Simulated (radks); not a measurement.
Task: These are the eigenvalues of the occupied orbitals of an atom or ion with whole-number occupations (Ry). Calculated with a radial shooting solver on a logarithmic mesh with Libxc functionals: scalar-relativistic Kohn-Sham, PBE, spin-polarised, spherical densities, finite nucleus; Fermi nuclear charge, rms radius of each element as measured or else 0.836 A^(1/3) + 0.57 fm.

orbital  eigenvalue
1s up     -3073.116
1s down   -3073.116
2s up     -494.3745
2s down   -494.3743
2p up     -442.3733
2p down   -442.3732
3s up     -106.6566
3s down   -106.6043
3p up     -90.18332
3p down   -90.13124
3d up     -67.04641
3d down   -67.00605
4s up     -21.24427
4s down   -21.09443
4p up     -15.86426
4p down   -15.71248
4d up      -8.16929
4d down    -8.01509
5s up      -2.90521
5s down    -2.80157
5p up      -1.60712
5p down    -1.52681
6s up      -0.25874
6s down    -0.24700
4f up      -0.13568

Which element is it, and in what charge state? The configuration may be excited. Open shells, if any, are filled with parallel spins first.

Result: Z = 59, praseodymium, charge 0: Pr in [Xe] 4f3 6s2. The list shows which subshells hold electrons but not how many an open one holds; the 1s level, -1536.6 hartree, gives Z - s = 55.4 by -(Z - s)^2/2, which with screening and relativity narrows Z to a few neighbours, and the depths of the outer levels then fix element, charge and occupations together.
